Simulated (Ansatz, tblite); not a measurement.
Removing and adding an electron: CuPd₂ (the lowest doublet isomer of a short search). The state is a doublet with charge 0. Geometry: PBE-D4/def2-TZVP. Ansatz, gas phase; energy differences of separate SCF runs; the oxidised species is a triplet (the singlet lies 0.88 eV higher at PBE0-D4/def2-TZVP); the reduced species is a singlet (the triplet lies 0.55 eV higher at PBE0-D4/def2-TZVPD).

```xyz
3

Pd    0.2422   -0.5340   -1.3140
Pd   -1.2473    0.6230    0.3559
Cu    1.0051   -0.0889    0.9581
```

In the def2 sets Pd takes a core potential; there is no spin–orbit coupling. The xTB rows come from tblite. HOMO above LUMO, or a gap near zero within one spin, warns that the state may not be the lowest or that an electron is smeared out. The structure comes from a short search, and lower isomers may exist.

Estimate orbital energies and vertical ionisation energies and electron affinities at: GFN1-xTB; GFN2-xTB; PBE-D4/def2-TZVP; PBE-D4/def2-TZVPD; r2SCAN-D4/def2-TZVP; r2SCAN-D4/def2-TZVPD; PBE0-D4/def2-TZVP; PBE0-D4/def2-TZVPD.


```json
{"level": "GFN1-xTB", "−HOMO (eV)": "–", "vertical IE (eV)": "13.04", "−LUMO (eV)": "–", "vertical EA (eV)": "6.79", "HOMO–LUMO gap (eV)": "–", "IE − EA (eV)": "6.26", "remarks": "–"}
{"level": "GFN2-xTB", "−HOMO (eV)": "–", "vertical IE (eV)": "11.60", "−LUMO (eV)": "–", "vertical EA (eV)": "6.21", "HOMO–LUMO gap (eV)": "–", "IE − EA (eV)": "5.39", "remarks": "–"}
{"level": "PBE-D4/def2-TZVP", "−HOMO (eV)": "4.45", "vertical IE (eV)": "7.62", "−LUMO (eV)": "4.21", "vertical EA (eV)": "–", "HOMO–LUMO gap (eV)": "0.24", "IE − EA (eV)": "–", "remarks": "gap within one spin near zero (+1 triplet)"}
{"level": "PBE-D4/def2-TZVPD", "−HOMO (eV)": "4.48", "vertical IE (eV)": "–", "−LUMO (eV)": "4.24", "vertical EA (eV)": "1.44", "HOMO–LUMO gap (eV)": "0.24", "IE − EA (eV)": "–", "remarks": "HOMO above zero (-1 singlet), restricted, untested (-1 singlet)"}
{"level": "r2SCAN-D4/def2-TZVP", "−HOMO (eV)": "4.43", "vertical IE (eV)": "7.51", "−LUMO (eV)": "3.92", "vertical EA (eV)": "–", "HOMO–LUMO gap (eV)": "0.51", "IE − EA (eV)": "–", "remarks": "gap within one spin near zero (+1 triplet)"}
{"level": "r2SCAN-D4/def2-TZVPD", "−HOMO (eV)": "4.46", "vertical IE (eV)": "–", "−LUMO (eV)": "3.95", "vertical EA (eV)": "1.28", "HOMO–LUMO gap (eV)": "0.51", "IE − EA (eV)": "–", "remarks": "HOMO above zero (-1 singlet)"}
{"level": "PBE0-D4/def2-TZVP", "−HOMO (eV)": "5.63", "vertical IE (eV)": "7.32", "−LUMO (eV)": "2.95", "vertical EA (eV)": "–", "HOMO–LUMO gap (eV)": "2.67", "IE − EA (eV)": "–", "remarks": "–"}
{"level": "PBE0-D4/def2-TZVPD", "−HOMO (eV)": "5.64", "vertical IE (eV)": "–", "−LUMO (eV)": "2.97", "vertical EA (eV)": "1.25", "HOMO–LUMO gap (eV)": "2.67", "IE − EA (eV)": "–", "remarks": "HOMO above zero (-1 singlet)"}
```

   A HOMO above zero means that the electron is unbound at that level or that self-interaction error raises the level; the energy of removing that electron tells which. HOMO and LUMO are the levels of the spin that leaves or enters (xTB has no such levels and no spin-polarisation term). Other spin states of the ions may lie lower, which would lower the ionisation energy or raise the affinity. Raw xTB energy differences between charge states are shifted by several eV; the methods need an empirical correction for them.
